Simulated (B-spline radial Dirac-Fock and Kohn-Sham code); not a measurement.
# Electron momentum distribution of Hf⁶²⁺: Compton profiles

System: Hf⁶²⁺, 1s2 2s2 2p6.

Calculated with a radial finite-basis atomic code, using the impulse approximation on Dirac-Fock densities. pz is in atomic units of momentum; subshell profiles are per electron, for a selection of subshells; open shells are spread over both j values by their weights.

| pz | J total | J 1s1/2 | J 2s1/2 | J 2p3/2 |
| --- | --- | --- | --- | --- |
| 0 | 0.2082 | 0.0105 | 0.0364 | 0.0196 |
| 1.2 | 0.2077 | 0.0105 | 0.0361 | 0.0196 |
| 1.4 | 0.2074 | 0.0105 | 0.0360 | 0.0196 |
| 1.6 | 0.2072 | 0.0105 | 0.0359 | 0.0196 |
| 1.8 | 0.2069 | 0.0105 | 0.0358 | 0.0196 |
| 2 | 0.2066 | 0.0105 | 0.0356 | 0.0196 |
| 2.5 | 0.2057 | 0.0105 | 0.0352 | 0.0196 |
| 3 | 0.2046 | 0.0105 | 0.0347 | 0.0196 |
| 4 | 0.2018 | 0.0104 | 0.0334 | 0.0196 |
| 5 | 0.1983 | 0.0104 | 0.0318 | 0.0195 |
| 7 | 0.1892 | 0.0102 | 0.0280 | 0.0193 |
| 10 | 0.1714 | 0.00999 | 0.0214 | 0.0186 |
| 15 | 0.1358 | 0.00940 | 0.0114 | 0.0160 |
| 20 | 0.1008 | 0.00865 | 0.00507 | 0.0122 |
| 30 | 0.05133 | 0.00692 | 0.00117 | 0.00562 |
| 40 | 0.02694 | 0.00523 | 0.000942 | 0.00223 |
| 60 | 0.009351 | 0.00272 | 0.000674 | 0.000353 |
| 100 | 0.001906 | 0.000711 | 0.000160 | 1.81e-05 |

J(0) = 0.2082. The 2p3/2 subshell gives the largest part, 38 %.

Mean momentum ⟨p⟩ by subshell (a.u.): 1s1/2 74.0, 2s1/2 27.0, 2p1/2 35.5, 2p3/2 31.7.
